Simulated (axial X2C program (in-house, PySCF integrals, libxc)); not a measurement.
**Testing model relations on SrN⁺**

A bond curve at the PBE0 level, with spin–orbit coupling, was computed with an in-house all-electron X2C program for linear molecules (integrals from PySCF) (basis Sr dyall-cv3z [13s12p8d5f1g], N dyall-av3z [7s7p3d2f] (cores contracted in-house)) for the state Ω = 1 (⟨Sz⟩ = 1.00, ⟨Lz⟩ = 0.00 at PBE0). Its fit gives Re = 2.2775 Å, ωe = 470.3 cm⁻¹, ωexe = 2.89 cm⁻¹ and αe = 1.958e-03 cm⁻¹; the masses are 87.9056 and 14.0031 u. Two-component means X2C with spin–orbit coupling and atomic mean-field Coulomb and Gaunt terms.

Question: Find the reduced mass, Be and the force constant.

Answer: From the PBE0 values: μ = 12.0790 u. Be = 16.8576/(μ Re²) = 0.2691 cm⁻¹. k = 5.8918×10⁻⁷ μ ωe² = 1.57 mdyn/Å.

Question: Estimate De from a Morse curve and compare with the computed well depth of 1.578 eV to Sr+ + N.

Answer: De(Morse) = ωe²/(4ωexe) = 2.372 eV against 1.578 eV computed, a ratio of 1.50. The extrapolation overshoots: the well softens faster than a Morse curve, or the lowest atomic limit lies below the one to which the curve heads.

Question: Where do the fundamental and the first overtone lie?

Answer: ν(1←0) = ωe − 2ωexe = 464.5 cm⁻¹; ν(2←0) = 2ωe − 6ωexe = 923.3 cm⁻¹.

Question: A Morse curve ties αe to the other constants (Pekeris). How well does that hold?

Answer: αe(Morse) = 6Be²/ωe × (√(ωexe/Be) − 1) = 2.103e-03 cm⁻¹; the PBE0 curve gives 1.958e-03 cm⁻¹, a ratio of 1.07.

Question: Estimate the centrifugal constant by the Kratzer relation.

Answer: D = 4Be³/ωe² = 3.52e-07 cm⁻¹.

One determinant describes the state; a PBE0 search over occupations chose it and may have missed a lower one. Dissociation energies refer to the lowest single-determinant-based atoms at the same level and basis. Density functionals use the spin component along the axis (collinear). Other states lie close and PBE0, whose exact exchange favours high spin, may order them wrongly; the determinant shown need not be the ground state. The nearest other 2c determinant of the search, Ω = 2, lies 0.33 eV up at the distance of the search. With several unpaired electrons one determinant need not be a pure state. Open-shell Ω = 0 determinants with evenly filled partner blocks cannot be reached by this program, so the Ω shown need not be the lowest component. This is the Ω = 1 component of a π² triplet; the 0⁺ component is not one determinant and can lie lowest.
